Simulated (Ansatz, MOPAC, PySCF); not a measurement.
Lewis adduct: GaH3 (SMILES [GaH3]) (first 4 atoms) with PH3 (SMILES P); geometry from B3LYP-D3(BJ)/def2-TZVP, rigid monomers moved along the line of their centres of mass till Ga1···P5 is 3.60 Å.
(charge 0, multiplicity 1):
```tsv
atom	x (Å)	y (Å)	z (Å)
Ga	-0.4614	0.4894	0.7103
H	-1.5394	1.4970	1.2656
H	-0.9507	-0.7987	-0.0558
H	1.0039	1.0125	0.4553
P	0.2310	-1.1340	3.8466
H	1.1835	-2.1710	3.8903
H	0.7207	-0.3677	4.9225
H	-0.8119	-1.7916	4.5281
```

Monomers are frozen at their geometry in the pair; levels with a basis set take the counterpoise correction. Rows marked so take none.

Correlated levels freeze the cores. Filled d and f shells under p-block atoms count as core. CBS(a, b) extrapolates the correlation energy as X⁻³ and adds the Hartree–Fock energy of set b. Rows in LANL2DZ carry no dispersion term and start afresh at each structure. LANL2DZ brings its own core potentials from Na on. The state reached by PM6 isn't checked.

Programs: Ansatz (Gaussian orbitals); MOPAC for PM6 (differences of heats of formation); PySCF for LANL2DZ rows, the dispersion terms. 

```csv
level,interaction energy (kJ/mol)
PM6,-31.8
PBE-D4/def2-TZVPPD,-29.9
r2SCAN-D3(BJ)/def2-TZVPPD,-28.7
B3LYP/LANL2DZ (no counterpoise),-31.4
B3LYP/def2-TZVPPD,-21.4
B3LYP-D3(BJ)/def2-TZVPPD,-28.0
PBE0-D4/def2-TZVPPD,-29.1
"MP2/CBS(def2-SVPD, def2-TZVPPD)",?
"CCSD(T)/CBS(def2-SVPD, def2-TZVPPD)",?
```

### Question
Some entries are withheld; supply them.

### Answer

- MP2/CBS(def2-SVPD, def2-TZVPPD), interaction energy (kJ/mol): -25.7
- CCSD(T)/CBS(def2-SVPD, def2-TZVPPD), interaction energy (kJ/mol): -25.0

Ansatz is a quantum-chemistry and plane-wave program.
